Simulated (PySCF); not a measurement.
C4H9FSi, SMILES C[C@H]1C[C@@]1(F)[SiH3].

Geometry: PBE-D3(BJ)/def2-SVP. The structure was generated by enumeration; whether it is a known compound was not checked.

Two levels are set side by side: PBE/def2-TZVP (PySCF) and PBE0/def2-TZVP (PySCF). Same geometry, gas phase. Differences are taken from unrounded values.

| quantity | PBE0 | PBE | PBE minus PBE0 |
|---|---|---|---|
| orbital gap (eV) | 8.56 | 6.34 | -2.21 |
| highest occupied level (eV) | -7.87 | -6.53 | 1.34 |
| lowest empty level (eV) | 0.68 | -0.19 | -0.87 |
| dipole moment (D) | 1.80 | 1.70 | -0.10 |
| mean polarisability (bohr³) | 74.4 | 77.1 | 2.7 |

PBE's occupied levels lie high since its potential decays too fast outside the molecule; exact exchange lowers them and widens the gap. Loosely held outer electrons make PBE densities more polarisable. Differences between two approximate levels are no errors against the true value.

Rough cost on one machine, each run with all the roots and properties that it gave: PBE0 against PBE within a factor of 2.
